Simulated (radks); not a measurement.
Results of a calculation; reference values are marked as such.
The bromine anion Br- inside a hard spherical wall (all orbitals vanish at R), configuration held at [Kr] and not refilled when levels cross. Level of theory: non-relativistic Kohn-Sham, PBE, spin-polarised, spherical densities, point nucleus (a radial shooting solver on a logarithmic mesh with Libxc functionals). Eigenvalues in eV for spin up, with the zero of energy where the potential of the charges vanishes at infinity; a dash marks a level that is unbound or too diffuse for the functional's potential to be trusted. A positive occupied level is held by the wall or, in an anion where self-interaction has pushed it up, behind a barrier. The pressure on the wall is -dE/dV.

[
 {"R (bohr)": "15", "E (hartree)": "-2573.91373", "kinetic (hartree)": "2572.378", "e(3p)": "-162.71", "e(3d)": "-59.395", "e(4s)": "-10.925", "e(4p)": "0.081", "e(5s, empty)": "3.065", "e(5p, empty)": "3.572", "pressure (GPa)": "0.000139"},
 {"R (bohr)": "12", "E (hartree)": "-2573.91357", "kinetic (hartree)": "2572.379", "e(3p)": "-162.69", "e(3d)": "-59.369", "e(4s)": "-10.901", "e(4p)": "0.102", "e(5s, empty)": "3.753", "e(5p, empty)": "4.645", "pressure (GPa)": "0.00225"},
 {"R (bohr)": "8", "E (hartree)": "-2573.90841", "kinetic (hartree)": "2572.411", "e(3p)": "-162.31", "e(3d)": "-58.991", "e(4s)": "-10.574", "e(4p)": "0.408", "e(5s, empty)": "6.258", "e(5p, empty)": "8.567", "pressure (GPa)": "0.184"},
 {"R (bohr)": "5", "E (hartree)": "-2573.78630", "kinetic (hartree)": "2573.013", "e(3p)": "-158.91", "e(3d)": "-55.606", "e(4s)": "-7.951", "e(4p)": "3.087", "e(5s, empty)": "16.887", "e(5p, empty)": "22.975", "pressure (GPa)": "14.5"},
 {"R (bohr)": "3.5", "E (hartree)": "-2572.95268", "kinetic (hartree)": "2576.407", "e(3p)": "-148.48", "e(3d)": "-45.272", "e(4s)": "-0.132", "e(4p)": "12.013", "e(5s, empty)": "46.374", "e(5p, empty)": "57.292", "pressure (GPa)": "275"},
 {"R (bohr)": "2", "E (hartree)": "-2561.04664", "kinetic (hartree)": "2613.033", "e(3p)": "-100.14", "e(3d)": "2.442", "e(4s)": "57.021", "e(4p)": "77.392", "e(5s, empty)": "239.01", "e(5p, empty)": "258.39", "pressure (GPa)": "15700"}
]
